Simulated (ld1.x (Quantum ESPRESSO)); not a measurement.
## Before and after: TM potential for Au (Z = 79)

- Element: gold (Au)
- Generator: ld1.x (Quantum ESPRESSO) 7.5
- Type: norm-conserving Troullier–Martins (Kleinman–Bylander form)
- Functional: PBE
- Relativity: scalar-relativistic
- Frozen core: [Xe] 4f14
- Valence charge: 11
- Reference configuration: 5d10 6s1 6p0
- Partial waves: 6s (bound): rc 2.00 bohr; 6p (bound, empty): rc 3.45 bohr; 5f channel at -0.1 Ry: rc 3.50 bohr; 5d (bound): rc 1.25 bohr
- Local potential: the d channel
- Core correction: Bessel-smoothed model core, default radius (core density twice the valence density)

Change: all radii but the core radius scaled by about 0.92 (s 1.84, p 3.16, d 1.14, f 3.20 bohr).

Cutoffs: the cutoffs (Ry, on a coarse ladder) from which the occupation-weighted sum of valence levels, in a spherical-Bessel basis at the reference potential, stays within 10 and 1 mRy of its value at 400 Ry; they do not see the model core or the augmentation charge, which bear on the density cutoff. Errors are all-electron minus pseudo energies relative to the spin-unpolarised reference configuration.

Question: Predict the effect on cutoff, ghosts and configuration errors.

Answer: The potential gets neither clearly harder nor softer (60 Ry and 90 Ry → 45 Ry and 140 Ry); the bound ghosts move from f, p, s to p, s; of the 6 tests that both files solve, the error grows in 0 and shrinks in 2 by more than 15 % and 0.3 meV (median size 26.9 → 25.6 meV).

```csv
quantity,base,changed
"cutoff, loose",60 Ry,45 Ry
"cutoff, tight",90 Ry,140 Ry
loose cutoff by channel (10 mRy a level),"s 12 Ry, d 35 Ry","s 18 Ry, d 35 Ry"
bound ghosts,"f, s, p","s, p"
"tests counted (converged, no solver errors)",6 of 7,6 of 7
"error for 5d10 6s0 6p0, meV [ΔE 9.41 eV]",-17,-13
"error for 5d9 6s0 6p0, meV [ΔE 30.62 eV]",-31,-31
"error for 5d8 6s0 6p0, meV [ΔE 64.49 eV]",-159,-166
"error for 5d7 6s0 6p0, meV [ΔE 112.21 eV]",-503,-520
"error for 5d9 6s1 6p0, meV [ΔE 12.12 eV]",-23,-20
"error for 5d10 6s0 6p1, meV [ΔE 5.25 eV]",-5.5,-3.9
```

Base: Tests not counted: 5d9 6s1 6p1 (solver errors, printed error -2.6 eV). Changed file: Tests not counted: 5d9 6s1 6p1 (solver errors, printed error -2.6 eV). A true bound ghost makes a file unfit for plane-wave use even where its test errors are small: the radial tests pick states by their node count and pass the ghost by. Where a test does run into it, the solver fails or the error is huge.
